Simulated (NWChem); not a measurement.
System: C$_{5}$H$_{8}$; SMILES C1=CCCC1

Here is an NWChem input.

```
start job
memory heap 200 mb stack 900 mb global 1100 mb
geometry units angstroms
  C      1.067020     0.066785     0.668427
  C      1.067020     0.066785    -0.668427
  C     -0.319119    -0.110701    -1.225629
  C     -1.217911     0.136840     0.000000
  C     -0.319119    -0.110701     1.225629
  H      1.960370     0.137124     1.294711
  H      1.960370     0.137124    -1.294711
  H     -0.542294     0.571039    -2.062944
  H     -0.439244    -1.135052    -1.627445
  H     -1.542616     1.189680     0.000000
  H     -2.128593    -0.480118     0.000000
  H     -0.439244    -1.135052     1.627445
  H     -0.542294     0.571039     2.062944
end
basis spherical
  * library 6-31g*
end
dft
  xc b3lyp
  iterations 150
end
driver
  maxiter 120
end
task dft optimize
task dft freq
```

The level has its own optimisation; frequencies are unscaled. Brackets give each atom's bonded neighbours.

Task: What results follow from this input? (B3LYP/6-31G* (spherical d).) Quantities: r C–C [C(CCH)–C(CCH)] (Å); r C–C [C(CCH)–C(CCHH)] (Å); r C–H [C(CCH)–H(C)] (Å); r C–C [C(CCHH)–C(CCHH)] (Å); highest harmonic frequency (cm⁻¹); lowest (cm⁻¹); zero-point energy (kcal/mol); dipole (D).

Result: 
```
Quantity                           Result
---------------------------------  ------
r C–C [C(CCH)–C(CCH)] (Å)           1.336
r C–C [C(CCH)–C(CCHH)] (Å)          1.513
r C–H [C(CCH)–H(C)] (Å)             1.087
r C–C [C(CCHH)–C(CCHH)] (Å)         1.553
highest harmonic frequency (cm⁻¹)    3215
lowest (cm⁻¹)                         139
zero-point energy (kcal/mol)         73.6
dipole (D)                           0.14
```
